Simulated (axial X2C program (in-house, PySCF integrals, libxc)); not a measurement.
Nuclear properties of NZrN²⁺

Computed with an axial X2C code built on PySCF integrals: two-component X2C with atomic mean-field Coulomb and Gaunt terms, Gaussian nuclei, basis N dyall-av3z, Zr dyall-v3z with contracted cores.

N–Zr–N held linear, with bonds 1.915 and 1.915 Å (near the PBE0 minimum at charge 2 of the determinant lowest at the starting distance; the state shown can have its own minimum elsewhere, held linear; other orders of the atoms were not compared).

Determinant lowest in the PBE0 search, Ω = 2 (⟨Sz⟩ = 2.00, ⟨Lz⟩ = 0.00 at PBE0), spin on the atoms N 1.15, Zr -0.31, N 1.15:

```
 level  A∥/gI N (MHz)  qzz N (a.u.)  A∥/gI Zr (MHz)  qzz Zr (a.u.)
  PBE0           82.3          0.14             228          -6.15
    HF            109         -0.04             317          -6.53
r2SCAN            114          0.16             212          -6.17
```

A∥ (defined per Ω) follows by multiplying with gI = μI/(I μN); qzz is the electric field gradient, eQq0 = 234.96 MHz × Q/barn × qzz. The operators were transformed with the bare-nucleus X2C matrices; with these basis sets, hyperfine constants and field gradients can be off by tens of per cent, and where levels differ in sign neither size nor sign is settled.

(1) With gI(14N) = 0.4038, gI(91Zr) = -0.5214, Q(91Zr) = -0.176 barn (g factors from the IAEA table of nuclear moments by Stone; Q from Pyykkö, Mol. Phys. 2018), turn the PBE0 values of the first state into constants in MHz.

The molecule was held linear; bending was not examined, so a bent shape may lie lower.

Each state is one determinant with collinear spin, which with several unpaired electrons need not be a pure state. Unrestricted Hartree–Fock can overshoot spin polarisation at the nuclei. This is the top spin component of a Σ state; components of lower Ω are not single determinants and can lie lower. With several open shells hyperfine constants can be off by a factor of several. In the state Ω = 2 the atomic spins oppose each other (1.15, -0.31, 1.15): a broken-symmetry determinant whose values are not spin-projected. Open-shell Ω = 0 determinants with evenly filled partner blocks cannot be reached by this program, so the Ω shown need not be the lowest component. The search compared states at one distance, so a state with another bond length can lie lower. Further determinants of the search, some of them spin-mixed, are not shown. Where a field gradient or hyperfine factor spreads by more than a factor of two over the levels, a constant derived from it is not to be relied on.

Results:

(1) A∥(14N) = 82.3 × 0.4038 = 33.2 MHz; A∥(91Zr) = 228 × -0.5214 = -119 MHz; eQq0(91Zr) = 234.96 × (-0.176) × (-6.15) = 254 MHz.
